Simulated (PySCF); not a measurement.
Start geometry of benzoate anion, `O=C([O-])c1ccccc1` from GFN2-xTB (Å):
```
atom  x, y, z in Å
O1     2.9313   -1.0749   -0.4867
C2     2.4170    0.0106   -0.1798
O3     2.9608    1.1011    0.0484
C4     0.8579    0.0035   -0.0641
C5     0.1700    1.1621    0.2701
C6    -1.2095    1.1593    0.3724
C7    -1.9191   -0.0086    0.1404
C8    -1.2415   -1.1703   -0.1945
C9     0.1381   -1.1609   -0.2950
H10    0.7458    2.0610    0.4454
H11   -1.7420    2.0677    0.6335
H12   -3.0008   -0.0133    0.2204
H13   -1.7982   -2.0833   -0.3775
H14    0.6895   -2.0543   -0.5553
```

Task: What comes out of this run: PySCF 2.14.0, PBE0-D3(BJ)/def2-SVP geometry optimisation, gas phase?

Result: 
```
atom  x, y, z in Å
O1     2.868   -1.208   -0.499
C2     2.384   -0.103   -0.191
O3     2.944    0.988    0.026
C4     0.837   -0.084   -0.057
C5     0.160    1.090    0.285
C6    -1.229    1.107    0.403
C7    -1.964   -0.060    0.178
C8    -1.296   -1.239   -0.163
C9     0.093   -1.245   -0.278
H10    0.782    1.975    0.449
H11   -1.750    2.033    0.671
H12   -3.055   -0.051    0.269
H13   -1.869   -2.157   -0.340
H14    0.665   -2.140   -0.543
```

The energy falls by 0.040 eV over 6 energy and gradient evaluations, the largest force component goes from 0.0160 to 4.2e-04 Eh/bohr, and the atoms move by 0.020 Å rms after alignment. Among the bonds, 9 bonds (C2–C4, C5–C6, C6–C7, C7–C8, C8–C9, C5–H10 and others) change most and about equally (-0.011 to +0.012 Å). Bonds longer at the end by more than 0.005 Å: 13 of 14; shorter: 1. Rotational constants go from 3973, 1252, 952.1 to 3922, 1249, 947.4 MHz. The orientation of the end geometry is arbitrary; only internal coordinates are fixed.

The run used 151 basis functions and 44 SCF cycles in all.

No PBE0-D3(BJ)/def2-SVP frequencies stand behind this structure, so it isn't proved a minimum. The geometry's basis has no diffuse functions, a weakness for an anion.
